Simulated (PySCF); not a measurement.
Species: C4H7ClFSi (doublet state).
Cartesian coordinates in Å at the GFN2-xTB level; atoms count from 1:
```
atom  x, y, z in Å
F1    -2.5012    2.0898    0.0965
C2    -1.9522    0.8324    0.0066
C3    -1.6965    0.0711    1.2132
C4    -0.5375    0.6206    0.5122
Si5    0.5920   -0.4868   -0.5325
C6     2.0333   -1.0193    0.6057
Cl7    2.9467    0.4417    1.0756
H8    -2.2685    0.3769   -0.9243
H9    -2.0380    0.2048    2.2164
H10   -0.0269    1.4605    0.9784
H11    1.1326    0.2700   -1.6617
H12   -0.1278   -1.6892   -0.9614
H13    2.7365   -1.6791    0.1052
H14    1.7067   -1.4939    1.5279
```

The hyperfine couplings belong to this conformer and change with its torsions.

Identity: `C(Cl)[SiH2][C@@H]1[CH][C@H]1F` [radical].

The calculation used UKS B3LYP, pcH-1 on C Cl F H Si, non-relativistic, mean-field spin-orbit, GIAO in PySCF 2.14.0. One conformer (not necessarily the lowest) at the GFN2-xTB geometry, without solvent, vibrations or thermal averaging. The geometry wasn't refined by DFT: couplings that depend on bond lengths, twists or pyramidal angles can differ widely from those at the functional's own minimum. Stability of the SCF solution: not tested.

(1) Where do the isotropic ENDOR lines of F1, H10, H8, H9, H13, H11 and H12 fall at 1215.2 mT, to first order?

(2) Which pairs are centred on the nuclear Larmor frequency, and which on half the coupling?

## Answers

(1) For S = 1/2 in fast tumbling each set of equivalent nuclei gives two lines, ν± = |νn ± a/2| to first order, with νn = g_N μN B/h and μN/h = 7.62259 MHz/T.

```tsv
nuclei	isotope	g_N	νn (MHz)	a_iso (MHz)	lower line (MHz)	upper line (MHz)
F1	19F	5.2577	48.70	58.92	19.24	78.16
H10	1H	5.5857	51.74	90.24	6.62	96.86
H8	1H	5.5857	51.74	41.23	31.12	72.36
H9	1H	5.5857	51.74	-22.28	40.60	62.88
H13	1H	5.5857	51.74	5.21	49.14	54.34
H11	1H	5.5857	51.74	4.19	49.64	53.84
H12	1H	5.5857	51.74	-2.12	50.68	52.80
```

(2) Centred on νn, since |a| < 2νn: F1, H10, H8, H9, H13, H11 and H12. No pair has |a| > 2νn.
